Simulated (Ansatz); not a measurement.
A series at Si: from `F[SiH](F)[SiH](F)F`, ligands are replaced one by one, each step taking up H₂ and setting free H–F; n counts the steps. Ansatz, PBE0-D4/def2-TZVP geometries. Each molecule was computed in one conformer, which needn't be the lowest.

| n | molecule | HOMO energy, ωB97M-V/def2-TZVPP (eV) |
| --- | --- | --- |
| 0 | `F[SiH](F)[SiH](F)F` | -10.91 |
| 1 | `F[SiH2][SiH](F)F` | ? |
| 2 | `F[SiH](F)[SiH3]` | -10.66 |
| 3 | `F[SiH2][SiH3]` | -10.46 |
| 4 | `[SiH3][SiH3]` | -10.43 |

Question: By hand: fit a straight line y = ȳ + b (n − n̄) to the 4 given rows and predict n = 1.

Answer: n̄ = 2.250, ȳ = -10.615; Σ(n − n̄)(y − ȳ) = 1.115, Σ(n − n̄)² = 8.750, so b = 0.127 eV a step. Prediction: -10.615 + (0.127) × (-1.250) = -10.77 eV.

Question: By hand: compare with the computed value, -10.71 eV, and give the steps along the whole series.

Answer: The line misses by 0.06 eV (computed minus predicted). Steps: 0.20, 0.05, 0.20, 0.03 eV.

The steps differ by up to 0.17 eV without a steady trend. The highest orbital can change its character along such a series. The miss is 12.5 % of the series' range.
